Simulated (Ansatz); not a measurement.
Geometry optimisation, RKS PBE-D4/def2-SVP in Ansatz 0.2.0.

The input (input.yaml):

```yaml
crystal:
  periodic: [false, false, false]
  atoms:
    - { symbol: C, position_ang: [-1.2344, 1.4942, 0.2014] }
    - { symbol: Al, position_ang: [-0.8423, -0.1035, -0.8485] }
    - { symbol: C, position_ang: [0.9951, -0.7885, -0.8657] }
    - { symbol: Al, position_ang: [1.6458, -1.1944, 1.0136] }
    - { symbol: H, position_ang: [-2.3605, 1.7604, 0.0591] }
    - { symbol: H, position_ang: [-1.0493, 1.3869, 1.2597] }
    - { symbol: H, position_ang: [-0.6546, 2.392, -0.1872] }
    - { symbol: H, position_ang: [-1.9383, -0.8489, -1.6709] }
    - { symbol: H, position_ang: [1.0873, -1.693, -1.427] }
    - { symbol: H, position_ang: [1.7077, -0.0174, -1.2483] }
    - { symbol: H, position_ang: [1.7942, 0.0307, 2.0226] }
    - { symbol: H, position_ang: [0.9262, -2.4736, 1.7252] }
basis:
  gaussian: { orbitals: def2-SVP }
hamiltonian:
  xc: pbe
  dispersion: d4
relax:
  f_tol: 0.015
  max_steps: 40
```

Command:

```bash
$ ansatz run input.yaml --threads 2 --pin off --max-ram 3072MiB --backend cpu --events-out ev --progress --plain --runs-dir out
```

Q: Where does it end, and by what steps?

A: The forces met the threshold. The force dipped under the threshold on the way, but the program's further checks kept it going. After 31 steps the energy has fallen by 0.516 eV; H6 moved furthest, 1.11 Å.

```tsv
step	energy less start (eV)	largest force component (eV/Å)	accepted
0	0.0000	1.918	yes
2	-0.2570	1.833	no
4	-0.4834	0.104	yes
6	-0.4638	0.378	no
8	-0.5004	0.048	yes
10	-0.5044	0.142	yes
12	-0.5085	0.023	yes
14	-0.5110	0.051	yes
16	-0.5131	0.099	yes
18	-0.5130	0.131	no
20	-0.5145	0.032	yes
22	-0.5150	0.038	yes
24	-0.5155	0.058	yes
26	-0.5157	0.041	no
28	-0.5157	0.047	no
30	-0.5160	0.035	yes
31	-0.5160	0.011	yes
```

```xyz
12
Properties=species:S:1:pos:R:3
C -1.413 1.731 -0.060
Al -0.929 -0.100 -0.593
C 0.936 -0.699 -0.632
Al 1.680 -1.422 1.018
H -2.043 2.222 -0.834
H -2.030 1.713 0.866
H -0.537 2.384 0.132
H -2.084 -1.153 -0.964
H 1.011 -1.488 -1.414
H 1.552 0.185 -0.913
H 2.347 -0.436 2.095
H 1.587 -2.992 1.333
```

Run time: 46 s on 2 threads of Intel(R) Xeon(R) Platinum 8488C (Sapphire Rapids) (shared host), peak memory 0.15 GiB.
